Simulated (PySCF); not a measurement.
Molecule: ethoxygermane, C2H8GeO (charge 0, singlet). 
Structure (B3LYP-D3(BJ)/def2-TZVP (Ansatz) minimum search):
```xyz
12

C      2.8889    -0.1220     0.0285
C      1.5041    -0.0035    -0.5744
O      0.5411    -0.0702     0.4702
Ge    -1.1939     0.0443     0.0486
H      2.9927    -1.0698     0.5583
H      3.0651     0.6882     0.7374
H      3.6512    -0.0739    -0.7523
H      1.4112     0.9457    -1.1198
H      1.3388    -0.8127    -1.2989
H     -1.9285    -0.0620     1.3888
H     -1.4550     1.3955    -0.6493
H     -1.5584    -1.1130    -0.9047
```
Charge 0, spin multiplicity 1.

Dispersion corrections to the total energy (kcal/mol) from the dftd3 and dftd4 libraries through PySCF: D3(BJ) without and D4 with the three-body term, each with the damping fitted for the functional named.

| functional | D3(BJ) | D4 |
|---|---|---|
| TPSS | -5.93 | -6.24 |
| PW6B95 | -2.38 | ___ |
| B2PLYP | -3.79 | -3.22 |
| BP86 | ___ | -6.10 |
| PBE | -4.73 | ___ |
| CAM-B3LYP | -3.69 | -3.90 |
| PBE0 | -4.08 | -3.88 |

Task: Complete the blanks.

Result: 
- PW6B95, D4: -3.96
- BP86, D3(BJ): -7.44
- PBE, D4: -4.62
